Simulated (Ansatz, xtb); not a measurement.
**Ranking isomers of C4H6Cl2Ge**

4 gas-phase structures of C4H6Cl2Ge, from a drawn sample of its isomers (lower ones may exist). Each was relaxed with GFN2-xTB:

A. `Cl/C=C/C(Cl)=[CH]\[GeH3]`, a singlet
B. `Cl[C@@H]1C=C[CH2][Ge@H]1[Cl]`, a singlet
C. `ClC1=[CH][GeH2][CH2][C@@H]1Cl`, a singlet
D. `Cl/C=[C]1/[GeH2][CH2][C@@H]1Cl`, a singlet

**Question.** Make a reasoned guess at their ranking by r2SCAN-D4/def2-SVP//GFN2-xTB single-point energy.

**Answer.** Calculated order at r2SCAN-D4/def2-SVP//GFN2-xTB: B (0.0), C (131.8), A (209.3), D (212.5) kJ/mol. Less than 1 kcal/mol parts A and D, so the order within that pair means little.

Energies above the lowest of each column, in kJ/mol; the last columns are at r2SCAN-D4/def2-SVP geometries and were run for some of them only (a dash: not run or not comparable):

```csv
structure,GFN2-xTB,HF/STO-3G,r2SCAN-D4/def2-SVP//GFN2-xTB,r2SCAN-D4/def2-SVP,CCSD(T)/def2-SVP + ΔMP2/def2-TZVPP
B,0.0,0.0,0.0,0.0,0.0
C,112.5,152.6,131.8,128.0,127.4
A,177.4,333.4,209.3,212.4,217.5
D,184.7,257.1,212.5,–,–
```

Every level run on B puts it lowest or level with the lowest. Flexible structures stand in one conformer each, not always the lowest. Frequencies (GFN2-xTB) were run for A, B, C alone. The ΔMP2 step shifts differences by up to 13.5 kJ/mol, which makes them less sure. ΔMP2 is the change of the MP2 energy from the smaller to the larger basis.

Over these structures GFN2-xTB departs from r2SCAN-D4/def2-SVP//GFN2-xTB by 10.1 kJ/mol on average once a common shift is removed. A GFN2-xTB relaxation took about 0.12 s and the r2SCAN-D4/def2-SVP//GFN2-xTB energy about 2 s on a shared host (Ansatz 0.2.0, xtb 6.7.1).
